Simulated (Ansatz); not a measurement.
Consider the ligand exchange at the Si–S bond: `C[SiH2][SiH2]S` + H–F → `C[SiH2][SiH2]F` + H₂S.

Computed with Ansatz on PBE0-D4/def2-TZVP structures; ΔE is electronic, products minus reactants. CCSD(T)/CBS is the MP2 limit (def2-TZVPP, def2-QZVPP) plus CCSD(T) − MP2 in def2-TZVPP, frozen cores. This one scheme is used for every species. Functionals use def2-TZVPP. One conformer a species, not always the lowest.

`C[SiH2][SiH2]S`:

Z-matrix (Å, degrees):
```
C
Si 1 1.874
H 1 1.092 2 110.7
H 1 1.092 2 110.9 3 -120.2
H 1 1.092 2 110.2 3 119.5
Si 2 2.339 1 110.4 3 -64.2
H 2 1.492 1 110.5 3 177.5
H 2 1.491 1 111.1 3 58.2
S 6 2.151 2 109.3 1 -58.0
H 6 1.487 2 111.9 1 56.2
H 6 1.489 2 112.3 1 178.1
H 9 1.344 6 94.8 2 -54.2
```

H–F:

```xyz
2

F     0.380   -0.189   -0.177
H    -0.380    0.189    0.177
```

`C[SiH2][SiH2]F`:

```xyz
11

C     0.738    0.516   -1.493
Si    0.145   -0.805   -0.301
Si   -0.827    0.130    1.615
F     0.238    1.092    2.345
H     1.485    1.155   -1.017
H     1.190    0.062   -2.378
H    -0.092    1.146   -1.818
H     1.274   -1.687    0.110
H    -0.893   -1.666   -0.938
H    -2.013    0.964    1.277
H    -1.245   -0.906    2.598
```

H₂S:

Cartesian coordinates in Å:
```
S -0.510 0.323 0.140
H -0.051 -0.248 -0.983
H 0.561 -0.075 0.844
```

CCSD(T)/CBS gives -14.3 kcal/mol.

Q: Another level gave -17.0 kcal/mol. Which?
A. revPBE-D4/def2-TZVPP
B. B2PLYP/def2-TZVPP
C. r2SCAN-D4/def2-TZVPP
D. MP2/def2-TZVPP

A: B. B2PLYP -17.0, MP2/def2-TZVPP -13.7, r2SCAN-D4 -14.9, revPBE-D4 -11.1 kcal/mol.

Q: What do rigid-rotor, harmonic-oscillator terms from PBE0-D4/def2-TZVP frequencies (298.15 K, 1 bar) make of the CCSD(T)/CBS value? (Estimate.)

A: The calculation gave: ΔZPE = -0.7 kcal/mol, ΔH = -15.3 kcal/mol, ΔS = 10 J/(mol·K), ΔG = -16.0 kcal/mol.

Largest T1 diagnostic among the species: 0.012.

At CCSD(T), def2-SVP lies −0.8 kcal/mol from the extrapolated value and def2-TZVPP −0.7 kcal/mol. In def2-TZVPP, CCSD(T) changes the Hartree–Fock value by +6.0 kcal/mol (the triples alone add +1.1 kcal/mol) and MP2 by +7.3 kcal/mol. The D4 term adds +2.4 kcal/mol with B3LYP and +1.4 kcal/mol with PBE0; it sums over pairs of atoms, weighted by their polarisabilities, and B3LYP, whose exchange is more repulsive, gets the larger term.

B3LYP here is the variant with VWN-RPA as its local correlation; programs differ in this.
